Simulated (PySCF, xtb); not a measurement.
ethenyl(ethynyl)silane (C4H6Si), SMILES C([SiH2]C=C)#C.

GFN2-xTB run with xtb at its own geometry gives an orbital gap of 4.44 eV and a dipole moment of 0.22 D.

Geometry optimised at PBE0-D3(BJ)/def2-SVP. Other conformers were not sampled.

### Question
What does PBE/def2-TZVP (PySCF) give? (An estimate is asked for; the answer gives what the named calculation found.)

### Answer
gap 5.19 eV (levels -6.88 and -1.69 eV), dipole 0.77 D.
